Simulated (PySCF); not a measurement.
CH$_{4}$AlClS (SMILES [CH3][Al]([SH])[Cl]), singlet, at a GFN2-xTB geometry (such geometries of metal compounds can be far from the true shape); CCSD/cc-pVDZ (PySCF).

Here is a job for PySCF.
```python
from pyscf import gto, scf, cc

mol = gto.Mole()
mol.atom = '''
    Al   -0.080800   -0.144372    0.280940
    Cl    1.920797   -0.374173    0.075904
    C    -1.182429   -0.808145    1.796156
    H    -1.958481   -1.506733    1.471588
    H    -1.698428    0.000535    2.320949
    H    -0.562712   -1.328363    2.529587
    S    -1.124594    0.944858   -1.332413
    H    -2.295456    0.803479   -0.723036
'''
mol.basis = 'cc-pvdz'
mol.charge = 0
mol.spin = 0
mol.verbose = 4
mol.max_memory = 1800
mol.build()

mf = scf.RHF(mol)
mf.kernel()

mycc = cc.CCSD(mf, frozen=16)
mycc.kernel()
print('E(CCSD) = %.10f' % mycc.e_tot)
```

Q: Write the output that PySCF gives for this input, abridged.

A: 
```
PySCF version 2.14.0

[INPUT] verbose = 4
[INPUT] num. atoms = 8
[INPUT] num. electrons = 56
[INPUT] charge = 0
[INPUT] spin (= nelec alpha-beta = 2S) = 0
[INPUT] symmetry False subgroup None
[INPUT] Mole.unit = angstrom
[INPUT] Symbol           X                Y                Z      unit          X                Y                Z       unit  Magmom
[INPUT]  1 Al    -0.080800000000  -0.144372000000   0.280940000000 AA   -0.152689870865  -0.272823540056   0.530899657435 Bohr   0.0
[INPUT]  2 Cl     1.920797000000  -0.374173000000   0.075904000000 AA    3.629780270886  -0.707084493207   0.143437771759 Bohr   0.0
[INPUT]  3 C     -1.182429000000  -0.808145000000   1.796156000000 AA   -2.234466971743  -1.527172718937   3.394242916994 Bohr   0.0
[INPUT]  4 H     -1.958481000000  -1.506733000000   1.471588000000 AA   -3.700992710164  -2.847312712844   2.780898288196 Bohr   0.0
[INPUT]  5 H     -1.698428000000   0.000535000000   2.320949000000 AA   -3.209563762293   0.001011003477   4.385957959083 Bohr   0.0
[INPUT]  6 H     -0.562712000000  -1.328363000000   2.529587000000 AA   -1.063371567006  -2.510242264006   4.780226638260 Bohr   0.0
[INPUT]  7 S     -1.124594000000   0.944858000000  -1.332413000000 AA   -2.125174661329   1.785522846604  -2.517895654810 Bohr   0.0
[INPUT]  8 H     -2.295456000000   0.803479000000  -0.723036000000 AA   -4.337783170990   1.518355256839  -1.366340018201 Bohr   0.0

nuclear repulsion = 240.580555264123
number of shells = 32
number of NR pGTOs = 177
number of NR cGTOs = 88
basis = cc-pvdz
ecp = {}

******** <class 'pyscf.scf.hf.RHF'> ********
method = RHF
initial guess = minao
damping factor = 0
level_shift factor = 0
DIIS = <class 'pyscf.scf.diis.CDIIS'>
diis_start_cycle = 1
diis_space = 8
diis_damp = 0
SCF conv_tol = 1e-09
SCF conv_tol_grad = None
SCF max_cycles = 50
direct_scf = True
direct_scf_tol = 1e-13
Set gradient conv threshold to 3.16228e-05
Initial guess from minao.
init E= -1139.4690508974
  HOMO = -0.314287373031992  LUMO = 0.0304896972278765  gap/eV = 9.38186
cycle= 1 E= -1139.23083158729  delta_E= 0.238  |g|= 0.344  |ddm|= 2.17
  HOMO = -0.373076294213059  LUMO = 0.0606858722792079  gap/eV = 11.80327
cycle= 2 E= -1139.27579978124  delta_E= -0.045  |g|= 0.124  |ddm|= 0.532
  HOMO = -0.38269412325118  LUMO = 0.0825202052999039  gap/eV = 12.65913
cycle= 3 E= -1139.28133766577  delta_E= -0.00554  |g|= 0.0319  |ddm|= 0.138
  HOMO = -0.380353651167682  LUMO = 0.0806943054944447  gap/eV = 12.54575
cycle= 4 E= -1139.28194298797  delta_E= -0.000605  |g|= 0.00612  |ddm|= 0.0588
  HOMO = -0.380534950755763  LUMO = 0.081016591523305  gap/eV = 12.55946
cycle= 5 E= -1139.28196665161  delta_E= -2.37e-05  |g|= 0.00196  |ddm|= 0.0105
  HOMO = -0.380602141823171  LUMO = 0.0808376382893514  gap/eV = 12.55642
cycle= 6 E= -1139.28196902538  delta_E= -2.37e-06  |g|= 0.000488  |ddm|= 0.00355
  HOMO = -0.380614924282179  LUMO = 0.0808295180676559  gap/eV = 12.55654
cycle= 7 E= -1139.28196918857  delta_E= -1.63e-07  |g|= 0.000132  |ddm|= 0.000942
  HOMO = -0.380620946886363  LUMO = 0.0808422956213422  gap/eV = 12.55705
cycle= 8 E= -1139.28196920063  delta_E= -1.21e-08  |g|= 2.9e-05  |ddm|= 0.000262
  HOMO = -0.380622680721241  LUMO = 0.0808406914679773  gap/eV = 12.55706
cycle= 9 E= -1139.28196920129  delta_E= -6.59e-10  |g|= 7.5e-06  |ddm|= 6.37e-05
  HOMO = -0.380621713807917  LUMO = 0.0808409806321233  gap/eV = 12.55704
Extra cycle  E= -1139.28196920133  delta_E= -4.12e-11  |g|= 3.1e-06  |ddm|= 1.42e-05
converged SCF energy = -1139.28196920133

******** <class 'pyscf.cc.ccsd.CCSD'> ********
CC2 = 0
CCSD nocc = 12, nmo = 72
frozen orbitals 16
max_cycle = 50
direct = 0
conv_tol = 1e-07
conv_tol_normt = 1e-05
diis_space = 6
diis_start_cycle = 0
diis_start_energy_diff = 1e+09
Init t2, MP2 energy = -1139.75463384878  E_corr(MP2) -0.472664647456209
Init E_corr(CCSD) = -0.472664647461781
cycle = 1  E_corr(CCSD) = -0.508588702871294  dE = -0.0359240554  norm(t1,t2) = 0.0522538
cycle = 2  E_corr(CCSD) = -0.51804290597694  dE = -0.00945420311  norm(t1,t2) = 0.0163119
cycle = 3  E_corr(CCSD) = -0.521136868905487  dE = -0.00309396293  norm(t1,t2) = 0.00733886
cycle = 4  E_corr(CCSD) = -0.52191185667658  dE = -0.000774987771  norm(t1,t2) = 0.00211547
cycle = 5  E_corr(CCSD) = -0.521779922564007  dE = 0.000131934113  norm(t1,t2) = 0.000759222
cycle = 6  E_corr(CCSD) = -0.521771160361544  dE = 8.76220246e-06  norm(t1,t2) = 0.000196482
cycle = 7  E_corr(CCSD) = -0.521776320879272  dE = -5.16051773e-06  norm(t1,t2) = 7.43522e-05
cycle = 8  E_corr(CCSD) = -0.521777329887187  dE = -1.00900792e-06  norm(t1,t2) = 2.05029e-05
cycle = 9  E_corr(CCSD) = -0.521776798193448  dE = 5.31693739e-07  norm(t1,t2) = 7.8167e-06
cycle = 10  E_corr(CCSD) = -0.521776702240435  dE = 9.59530135e-08  norm(t1,t2) = 2.90586e-06
CCSD converged
E(CCSD) = -1139.803745903569  E_corr = -0.5217767022404347
E(CCSD) = -1139.8037459036
```
